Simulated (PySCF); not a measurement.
Correlation energy of Te (tellurium, neutral)

[Kr] 4d10 5s1 5p5, high-spin 3P determinant (an excited configuration). Calculation: PySCF 2.14, in ANO-RCC-VTZP (7s6p4d2f1g, 68 functions); scalar relativity by spin-free X2C-1e. Frozen: [Kr] 4d10; 6 electrons correlated.

```json
{"level": "CCSD", "correlation energy (mhartree)": "-149.78"}
{"level": "(T)", "correlation energy (mhartree)": "-11.44"}
{"level": "CCSD(T)", "correlation energy (mhartree)": "-161.22"}
```

Diagnostics: T1 = 0.027, D1 = 0.0597, largest double amplitude 0.190.

Q: Is a single reference adequate?

A: Not fully. A double-excitation amplitude exceeds 0.15, a sign of near-degeneracy.
